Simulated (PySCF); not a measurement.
C₃H₉BO₂, SMILES OCB(C)OC.

Coordinates come from a PBE-D3(BJ)/def2-SVP optimisation. This is a generated structure with no PubChem entry under its InChIKey; it may be hypothetical. Other conformers were not sampled.

Level of theory: PBE-D3(BJ)/def2-SVP (PySCF).

Harmonic, unscaled wavenumbers; measured fundamentals usually lie a few per cent lower.

Computed normal modes with their intensities:
```json
[
 {"mode": "1", "ν (cm⁻¹)": "25", "IR (km/mol)": "7.4", "moving atoms (share of kinetic energy)": "H 36 %, O 33 %, C 29 %"},
 {"mode": "2", "ν (cm⁻¹)": "58", "IR (km/mol)": "0.2", "moving atoms (share of kinetic energy)": "H 97 %"},
 {"mode": "3", "ν (cm⁻¹)": "94", "IR (km/mol)": "1.6", "moving atoms (share of kinetic energy)": "H 92 %"},
 {"mode": "4", "ν (cm⁻¹)": "166", "IR (km/mol)": "14.3", "moving atoms (share of kinetic energy)": "O 36 %, H 36 %, C 21 %"},
 {"mode": "5", "ν (cm⁻¹)": "188", "IR (km/mol)": "6.0", "moving atoms (share of kinetic energy)": "O 34 %, C 32 %, H 23 %, B 11 %"},
 {"mode": "6", "ν (cm⁻¹)": "245", "IR (km/mol)": "0.4", "moving atoms (share of kinetic energy)": "C 55 %, H 34 %, O 10 %"},
 {"mode": "7", "ν (cm⁻¹)": "303", "IR (km/mol)": "85.6", "moving atoms (share of kinetic energy)": "H 84 %, O 9 %"},
 {"mode": "8", "ν (cm⁻¹)": "394", "IR (km/mol)": "5.7", "moving atoms (share of kinetic energy)": "O 50 %, C 36 %, H 12 %"},
 {"mode": "9", "ν (cm⁻¹)": "413", "IR (km/mol)": "26.1", "moving atoms (share of kinetic energy)": "H 48 %, B 39 %, O 13 %"},
 {"mode": "10", "ν (cm⁻¹)": "461", "IR (km/mol)": "0.6", "moving atoms (share of kinetic energy)": "O 38 %, H 28 %, C 23 %, B 10 %"},
 {"mode": "11", "ν (cm⁻¹)": "652", "IR (km/mol)": "7.3", "moving atoms (share of kinetic energy)": "H 76 %, C 22 %"},
 {"mode": "12", "ν (cm⁻¹)": "678", "IR (km/mol)": "1.7", "moving atoms (share of kinetic energy)": "C 62 %, H 28 %, O 9 %"},
 {"mode": "13", "ν (cm⁻¹)": "820", "IR (km/mol)": "6.5", "moving atoms (share of kinetic energy)": "H 59 %, C 27 %, O 12 %"},
 {"mode": "14", "ν (cm⁻¹)": "917", "IR (km/mol)": "9.8", "moving atoms (share of kinetic energy)": "H 39 %, B 35 %, C 24 %"},
 {"mode": "15", "ν (cm⁻¹)": "1024", "IR (km/mol)": "23.4", "moving atoms (share of kinetic energy)": "C 43 %, O 32 %, B 14 %, H 11 %"},
 {"mode": "16", "ν (cm⁻¹)": "1074", "IR (km/mol)": "64.1", "moving atoms (share of kinetic energy)": "C 38 %, O 33 %, H 17 %, B 12 %"},
 {"mode": "17", "ν (cm⁻¹)": "1123", "IR (km/mol)": "65.8", "moving atoms (share of kinetic energy)": "H 50 %, B 27 %, C 15 %, O 9 %"},
 {"mode": "18", "ν (cm⁻¹)": "1129", "IR (km/mol)": "0.2", "moving atoms (share of kinetic energy)": "H 76 %, C 19 %"},
 {"mode": "19", "ν (cm⁻¹)": "1149", "IR (km/mol)": "73.3", "moving atoms (share of kinetic energy)": "H 74 %, B 14 %"},
 {"mode": "20", "ν (cm⁻¹)": "1164", "IR (km/mol)": "44.7", "moving atoms (share of kinetic energy)": "H 72 %, C 16 %"},
 {"mode": "21", "ν (cm⁻¹)": "1185", "IR (km/mol)": "0.9", "moving atoms (share of kinetic energy)": "H 91 %"},
 {"mode": "22", "ν (cm⁻¹)": "1254", "IR (km/mol)": "119.2", "moving atoms (share of kinetic energy)": "H 62 %, C 23 %, B 10 %"},
 {"mode": "23", "ν (cm⁻¹)": "1340", "IR (km/mol)": "73.9", "moving atoms (share of kinetic energy)": "H 45 %, C 23 %, B 22 %, O 11 %"},
 {"mode": "24", "ν (cm⁻¹)": "1359", "IR (km/mol)": "166.8", "moving atoms (share of kinetic energy)": "H 64 %, C 15 %, B 14 %"},
 {"mode": "25", "ν (cm⁻¹)": "1377", "IR (km/mol)": "42.7", "moving atoms (share of kinetic energy)": "H 84 %"},
 {"mode": "26", "ν (cm⁻¹)": "1397", "IR (km/mol)": "1.9", "moving atoms (share of kinetic energy)": "H 96 %"},
 {"mode": "27", "ν (cm⁻¹)": "1415", "IR (km/mol)": "4.9", "moving atoms (share of kinetic energy)": "H 93 %"},
 {"mode": "28", "ν (cm⁻¹)": "1419", "IR (km/mol)": "2.1", "moving atoms (share of kinetic energy)": "H 83 %, C 12 %"},
 {"mode": "29", "ν (cm⁻¹)": "1426", "IR (km/mol)": "9.6", "moving atoms (share of kinetic energy)": "H 97 %"},
 {"mode": "30", "ν (cm⁻¹)": "1449", "IR (km/mol)": "66.0", "moving atoms (share of kinetic energy)": "H 60 %, B 21 %, O 13 %"},
 {"mode": "31", "ν (cm⁻¹)": "2862", "IR (km/mol)": "53.2", "moving atoms (share of kinetic energy)": "H 95 %"},
 {"mode": "32", "ν (cm⁻¹)": "2888", "IR (km/mol)": "50.2", "moving atoms (share of kinetic energy)": "H 91 %, C 9 %"},
 {"mode": "33", "ν (cm⁻¹)": "2943", "IR (km/mol)": "52.3", "moving atoms (share of kinetic energy)": "H 97 %"},
 {"mode": "34", "ν (cm⁻¹)": "2960", "IR (km/mol)": "3.9", "moving atoms (share of kinetic energy)": "H 97 %"},
 {"mode": "35", "ν (cm⁻¹)": "3022", "IR (km/mol)": "32.4", "moving atoms (share of kinetic energy)": "H 90 %, C 10 %"},
 {"mode": "36", "ν (cm⁻¹)": "3030", "IR (km/mol)": "4.2", "moving atoms (share of kinetic energy)": "H 91 %, C 9 %"},
 {"mode": "37", "ν (cm⁻¹)": "3058", "IR (km/mol)": "24.9", "moving atoms (share of kinetic energy)": "H 90 %, C 10 %"},
 {"mode": "38", "ν (cm⁻¹)": "3094", "IR (km/mol)": "3.1", "moving atoms (share of kinetic energy)": "H 91 %, C 9 %"},
 {"mode": "39", "ν (cm⁻¹)": "3717", "IR (km/mol)": "15.6", "moving atoms (share of kinetic energy)": "H 94 %"}
]
```
